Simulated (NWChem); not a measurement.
The numbers come from NWChem runs, not from measurements. System: CH$_{2}$N, charge 0, spin multiplicity 2, at a geometry optimised with UPBE0/def2-SVP. The structure started from a generated list of species. Its SCF solution wasn't tested for a lower state. Level: ROCCSDT/6-31G* (spherical d), 2 core orbitals frozen.

The NWChem input:

```
start mol
memory heap 100 mb stack 700 mb global 1900 mb
geometry units angstroms nocenter noautoz
  C      0.000000     0.000000    -0.502095
  N      0.000000     0.000000     0.740233
  H     -0.943460     0.000000    -1.084532
  H      0.943460     0.000000    -1.084532
  symmetry group C2v
end
basis spherical
  * library 6-31g*
end
scf
  rohf
  nopen 1
  maxiter 100
  thresh 1e-7
  semidirect memsize 60000000 filesize 0
  # guess.movecs holds the orbitals of an unrestricted PBE0 run
  vectors input guess.movecs output mol.movecs
end
tce
  freeze core 2
  ccsdt
  2eorb
  2emet 13
  thresh 1e-6
  maxiter 100
  tilesize 24
end
task tce energy
```

Output (cleaned and shortened):

```
             Northwest Computational Chemistry Package (NWChem) 7.3.0
             --------------------------------------------------------

                                NWChem Input Module
                                -------------------

 Scaling coordinates for geometry "geometry" by  1.889725989
 (inverse scale =  0.529177249)

 Turning off AUTOSYM since
 SYMMETRY directive was detected!

                             Geometry "geometry" -> ""
                             -------------------------

 Output coordinates in angstroms (scale by  1.889725989 to convert to a.u.)

  No.       Tag          Charge          X              Y              Z
 ---- ---------------- ---------- -------------- -------------- --------------
    1 C                    6.0000     0.00000000     0.00000000    -0.50209500
    2 N                    7.0000     0.00000000     0.00000000     0.74023300
    3 H                    1.0000    -0.94346000     0.00000000    -1.08453200
    4 H                    1.0000     0.94346000     0.00000000    -1.08453200

 Effective nuclear repulsion energy (a.u.)      27.5042761152

            Nuclear Dipole moment (a.u.)
            ----------------------------
        X                 Y               Z
 ---------------- ---------------- ----------------
     0.0000000000     0.0000000000    -0.0000056692

      Symmetry information
      --------------------

 Group name             C2v
 Group number             16
 Group order               4
 No. of unique centers     3

      Symmetry unique atoms

     1    2    3


 Summary of "ao basis" -> "" (spherical)
 ------------------------------------------------------------------------------
       Tag                 Description            Shells   Functions and Types
 ---------------- ------------------------------  ------  ---------------------
 *                           6-31g*                   on all atoms

 Summary of "ao basis" -> "ao basis" (spherical)
 ------------------------------------------------------------------------------
       Tag                 Description            Shells   Functions and Types
[...]
     Alpha frozen virtuals :     0
      Beta frozen virtuals :     0
         Spin multiplicity : doublet
    Number of AO functions :    32
       Number of AO shells :    16
        Use of symmetry is : on
      Symmetry adaption is : on
         Schwarz screening : 0.10D-09

          Correlation Information
          -----------------------
          Calculation type : Coupled-cluster singles, doubles, & triples
   Perturbative correction : none
            Max iterations :      100
        Residual threshold : 0.10D-05
     T(0) DIIS level shift : 0.00D+00
     L(0) DIIS level shift : 0.00D+00
     T(1) DIIS level shift : 0.00D+00
     L(1) DIIS level shift : 0.00D+00
     T(R) DIIS level shift : 0.00D+00
     T(I) DIIS level shift : 0.00D+00
   CC-T/L Amplitude update :  5-th order DIIS
                I/O scheme : Global Array Library
        L-threshold :  0.10D-05
        EOM-threshold :  0.10D-05
 no EOMCCSD initial starts read in
 TCE RESTART OPTIONS
 SLICE:      F
 D4D5:       F
 quantumc:   F
 qrotation:  F
 pwtce:      F
 qducc:      F
 nacto:                         0
 nrotv:                         0
 nrot:                          0

            Memory Information
            ------------------
          Available GA space size is     249034752 doubles
          Available MA space size is     104855452 doubles

 Maximum block size supplied by input
 Maximum block size        24 doubles

 tile_dim =     11

 -------------------------------------------------

 Global array virtual files algorithm will be used

 Parallel file system coherency ......... OK

 4-electron integrals stored in orbital form

 v2    file size   =            60543
 4-index algorithm nr.  13 is used
 imaxsize =       30
 imaxsize ichop =        0
 IN MAPPING 1 for UCC(4),CCSDT,CCSDTQ


 CCSDT iterations
 --------------------------------------------------------
 Iter          Residuum       Correlation     Cpu    Wall
 --------------------------------------------------------
    1   0.5567511825156  -0.2586684839212     4.8     4.8
    2   0.1357003440971  -0.2679243252650     4.8     4.8
    3   0.1230922294144  -0.2881731042044     3.8     3.8
    4   0.0785409906921  -0.2857709815923     5.0     5.0
    5   0.0771983183276  -0.2919725479584     5.0     5.0
    6   0.0135805719638  -0.2917620524537     3.8     3.8
    7   0.0073654589196  -0.2916257234138     3.2     3.2
    8   0.0052291593349  -0.2916975579237     3.3     3.3
    9   0.0035361675830  -0.2917631361589     4.5     4.5
   10   0.0027785954898  -0.2918172959974     5.2     5.2
   11   0.0007645040211  -0.2919224154873     4.9     4.9
   12   0.0004472126707  -0.2919069627160     4.8     4.8
   13   0.0002804059391  -0.2919244989566     4.3     4.3
   14   0.0002273964772  -0.2919182538588     4.2     4.2
   15   0.0001511120404  -0.2919251138156     4.2     4.2
   16   0.0000451471627  -0.2919246286341     4.2     4.2
   17   0.0000255999260  -0.2919235313004     4.2     4.2
   18   0.0000177873899  -0.2919237170132     4.3     4.3
   19   0.0000125327810  -0.2919237018840     4.7     4.7
   20   0.0000095230248  -0.2919238896682     4.2     4.2
   21   0.0000032300818  -0.2919240532980     4.4     4.4
   22   0.0000019406692  -0.2919240109527     4.4     4.4
   23   0.0000013055103  -0.2919240784998     4.6     4.6
   24   0.0000010045285  -0.2919240649214     4.5     4.5
   25   0.0000007197928  -0.2919240918115     4.4     4.4
 --------------------------------------------------------
 Iterations converged
 CCSDT correlation energy / hartree =        -0.291924091811496
 CCSDT total energy / hartree       =       -93.712145602385533

 Singles contributions

 Doubles contributions
     9b2  (alpha)     9b2  (beta ) ---     7b2  (alpha)     7b2  (beta )       -0.1496742617

 Task  times  cpu:      111.6s     wall:      111.6s

 Total times  cpu:      111.7s     wall:      111.7s
```
